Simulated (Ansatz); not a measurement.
C2H8FNSi can be A, `CC(F)[SiH2]N`, or B, `FCNC[SiH3]`.

Program: Ansatz. Geometries: PBE0-D4/def2-TZVP. ΔE: electronic, gas phase. CCSD(T)/CBS is the MP2 limit (def2-TZVPP, def2-QZVPP) plus CCSD(T) − MP2 in def2-TZVPP, frozen cores. DFT in def2-TZVPP. B3LYP here is the variant with VWN-RPA as its local correlation; programs differ in this. One conformer a species, not always the lowest.

Question: Which isomer does CCSD(T)/CBS put lower? Give the gap. (Estimate.)

Answer: Ansatz gave: A, by 113.7 kJ/mol.

Question: Give E(B) − E(A) in kJ/mol with B3LYP-D4, HF/def2-TZVPP, CCSD/def2-TZVPP, ωB97M-V, CCSD(T)/def2-TZVPP, PBE0-D4, B3LYP. (Estimate.)

Answer: Ansatz gave: B3LYP-D4 108.1, HF/def2-TZVPP 108.8, CCSD/def2-TZVPP 109.1, ωB97M-V 111.0, CCSD(T)/def2-TZVPP 107.8, PBE0-D4 104.3, B3LYP 106.3. None reverses the order clearly.

Largest T1 diagnostic: 0.011.

From PBE to PBE0 (25 % exact exchange), in def2-TZVPP and without D4, E(B) − E(A) moves by +3.8 kJ/mol.
